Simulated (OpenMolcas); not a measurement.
**V3+: effect of the metal basis**

V3+ with its 6 nearest chloride ions at 2.477 Å, on the Y site of Cs2NaYCl6 (a = 10.7396 Å, distance in the model lattice 2.619 Å). The rest of the host is ab initio model potentials to 7.6 Å and point charges beyond; the distance is set by hand and nothing relaxes.

```json
{"Program": "OpenMolcas", "Method": "CASSCF", "Spin-orbit coupling": "state interaction with AMFI integrals over the reference wave functions"}
```

Fixed: ligand basis ANO-RCC-VDZP, active space 2 electrons in 5 orbitals (3d), DKH2 Hamiltonian.

States (labels of O, the rotations of Oh). Energies in cm-1 above the lowest state or level, χT in cm3 K/mol; under a threefold ground state the first gap can be a small split of the lowest multiplet, not the spin-orbit step; 10Dq and B are least-squares fits to the states below 45000 cm-1, weighted by degeneracy, with a free offset, and given where the rms deviation is under 5 % of |10Dq| (or 100 cm-1) and under 700 cm-1.

| Run | Metal basis | Ground state | First state of that spin | 10Dq | B (rms of fit) | First gap with spin-orbit (degeneracies) | χT at 300 K | First state of another spin | Cost |
| --- | --- | --- | --- | --- | --- | --- | --- | --- | --- |
| A | ANO-RCC-VDZP | 3T1 | 3T2 8719 | 9645 | 941 (220) | 7.3 (2, 3) | 0.898 | 1T2 13636 | roughly 25 core-seconds |
| B | ANO-RCC-VTZP | 3T1 | 3T2 8477 | 9408 | 947 (201) | 7.4 (2, 3) | 0.905 | 1T2 13683 | roughly 40 core-seconds |

Against A, |10Dq| changes by -2.5 % in B.

Costs are those of the RASSCF and RASSI steps.

An orbital triplet at a regular site is open to Jahn-Teller coupling, which can distort the site and quench the lowest spin-orbit gaps and is left out. Without dynamic correlation the repulsion within the d shell is too large (B by tens of per cent), so at a given field states of lower spin stand too high. Ligand-to-metal charge-transfer states are missing. With no ligand orbital active B as a rule stays too high, so bands that hang on it stand too high and its fall with covalency is understated. With metal d orbitals alone and no dynamic correlation the field as a rule comes out too small, by tens of per cent, by up to half for chloride and softer ligands. No measured value stands beside these numbers; the geometry was set by hand and not optimised.
